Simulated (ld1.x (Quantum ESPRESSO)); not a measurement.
Values are calculated unless marked as measured or tabulated.
# Pseudopotentials across the periodic table

Generated with ld1.x 7.5 (TM, RRKJ, ultrasoft, PAW), atompaw 4.2 or ONCVPSP 4.0.1. The cutoff is in Ry: for ld1.x and atompaw files where the sum of valence levels is converged to 10 mRy in a Bessel basis, for ONCV files where the hardest occupied wave has 1 mHa per electron of residual kinetic energy. The error is the largest all-electron minus pseudo excitation energy over each file’s own four to seven test configurations (ionisations up to +4, promotions, holes and added fractions of an electron), all of which were solved. The labels leave out finer settings (local radius, basis sizes, second energies), which also bear on the numbers. Spin-polarised tests are not counted. The rows are a selection from randomly drawn settings: files with unsolved tests, undetermined cutoffs or missed reference levels are left out.

A true bound ghost makes a file unfit for plane-wave use even where its test errors are small: the radial tests pick states by their node count and pass the ghost by.

| element | potential | cutoff (Ry) | largest error (meV) | bound ghosts |
| --- | --- | --- | --- | --- |
| Al | ultrasoft, PBE, fully relativistic, rc 1.90/3.05/3.10 (spd), local smoothed, core correction yes, reference 3s2 3p1 | 8 | +8.0 | none |
| Sr | TM semilocal, PBE, scalar-relativistic, rc 3.00/1.35/3.40 (spd), local s, core correction no, reference 4p6 4d0 5s0 5p0 | 45 | -195 | none |
| Sb | TM, PBE, fully relativistic, rc 1.75/2.25/1.70 (spd), local s, core correction yes, reference 5s2 5p3 | 25 | -126 | d3/2, d5/2 |
| Nd | RRKJ, LDA (PZ), scalar-relativistic, rc 1.60/2.50/2.85/1.10 (spdf), local smoothed, core correction yes, reference 4f4 5s2 5p6 5d0 6s0 6p0 | 180 | +1197 | none |
| Pt | TM, PBE, scalar-relativistic, rc 2.45/1.75/2.10 (spd), local p, core correction yes, reference 5p6 5d9 6s1 6p0 | 45 | +172 | s |

(1) Fill in the row for Al: TM, PBE, fully relativistic, rc 1.85/1.90/1.70 (spd), local s, core correction no, reference 3s1.5 3p1.5.

## Answers

(1) cutoff 10 Ry, largest error +21 meV, bound ghosts: none.
